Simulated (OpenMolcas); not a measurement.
Mo3+ with 4 ligands (chloride) in tetrahedral coordination (Td). A charge of +0.25 e stands 3.2 Å behind each ligand. Ligand basis ANO-RCC-VDZP.

* Program: OpenMolcas
* Method: CASSCF
* Basis: ANO-RCC-VDZP [6s5p3d1f]
* Scalar Hamiltonian: DKH2, point nucleus
* Active space: 3 electrons in 5 orbitals (4d)
* State averaging: 2S+1 = 4 even, 10 roots; 2S+1 = 2 even, 40 roots
* Spin-orbit coupling: state interaction with AMFI integrals over the reference wave functions

All ligands move together. At R = 2.25 Å the first state of the same spin is 8801 cm-1, and at R = 2.45 Å it is 6480 cm-1.

Task: A third run gives 7907 cm-1. What distance was it run at?

Result: With a power law R^-n the two known points give n = -ln(6480 / 8801) / ln(2.45 / 2.25) = 3.60. Then R = 2.25 × (8801 / 7907)^(1/3.60) = 2.318 Å. The run was at 2.32 Å, so the estimate is off by -0.002 Å.

An orbital triplet at a regular site is open to Jahn-Teller coupling, which can distort the site and quench the lowest spin-orbit gaps and is left out. Without dynamic correlation the repulsion within the d shell is too large (B by tens of per cent), so at a given field states of lower spin stand too high. With metal d orbitals alone the field can be off either way by tens of per cent. Ligand-to-metal charge-transfer states are missing. With no ligand orbital active B as a rule stays too high, so bands that hang on it stand too high and its fall with covalency is understated. This shell can be high or low spin here, a state of another spin lies low, and with metal d orbitals alone active their balance is uncertain, so the ground spin may be wrong (holds for R = 2.25; R = 2.32). The least metal-like active orbital is 75 % on the metal (Löwdin) and no ligand orbital is active, so the numbers are rough (holds for R = 2.25). The least metal-like active orbital is 78 % on the metal (Löwdin) and no ligand orbital is active, so the numbers are rough (holds for R = 2.32). The least metal-like active orbital is 82 % on the metal (Löwdin) and no ligand orbital is active, so the numbers are rough (holds for R = 2.45). No measured value stands beside these numbers; the geometry is a model, was not optimised and need not be the one that this ion takes.
